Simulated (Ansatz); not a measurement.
Species: sum formula AlOCl₂H, charge 0, multiplicity 1. 
Geometry from a B3LYP-D3(BJ)/def2-TZVP (Ansatz, an electronic-structure program) optimisation:
```
Al
O 1 1.6810
H 2 0.9587 1 123.60
Cl 1 2.0777 2 118.40 3 -180.00
Cl 1 2.0875 2 121.60 3 0.00
```

Quantity: atomisation energy (electronic, to ground-state atoms), in kcal/mol. Valence correlation only, unless marked. Open shells are spin-unrestricted. Spin-orbit coupling is left out. Non-relativistic. The coupled-cluster limit lacks core correlation, which all-electron functionals hold. CBS marks a two-point X^-3 extrapolation of the correlation energy; Hartree-Fock from the larger set (for Q and 5 zeta extrapolated as (X+1)exp(-9√X)).

```csv
level,program,atomisation energy (kcal/mol),minus last row
B3LYP-D4/def2-TZVPD,Ansatz + dftd4,419.7,-14.4
MP2/cc-pV(5+d)Z,Ansatz,450.0,15.9
SCS-MP2/STO-3G,Ansatz,411.7,-22.4
SCS-MP2/cc-pV(T+d)Z,Ansatz,425.0,-9.1
CCSD/cc-pV(Q+d)Z,Ansatz,418.2,-15.9
CCSD(T)/cc-pV(Q+d)Z,Ansatz,427.0,-7.1
"CCSD(T)/CBS(cc-pV(Q+d)Z,cc-pV(5+d)Z)",Ansatz,434.1,0.0
```
